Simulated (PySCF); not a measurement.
The multiplicity is imposed and other spin states were not computed.

Cartesian coordinates (Å):
```xyz
11

Zn     0.0568    -0.2413     0.1577
F     -0.5955     0.7162     1.4670
N      0.7214    -1.0760    -1.3142
C     -0.1037    -2.0086    -2.0515
C      2.1353    -1.3723    -1.4009
H      0.1754    -2.0095    -3.1347
H     -0.0178    -3.0731    -1.7064
H     -1.1767    -1.7290    -1.9979
H      2.4210    -2.3799    -0.9975
H      2.4757    -1.3560    -2.4663
H      2.7410    -0.6155    -0.8600
```
Charge 0, multiplicity 1.

What is the computed total energy, charge on the central atom (meta-Löwdin) and HOMO (PySCF 2.14.0 with TPSSh-D3(BJ)/def2-TZVP // PBE-D3(BJ)/def2-SVP)?


```json
{
 "total_energy": "-54801.95 eV",
 "charge on the central atom (meta-Löwdin)": "1.25 e",
 "HOMO": "-5.53 eV"
}
```
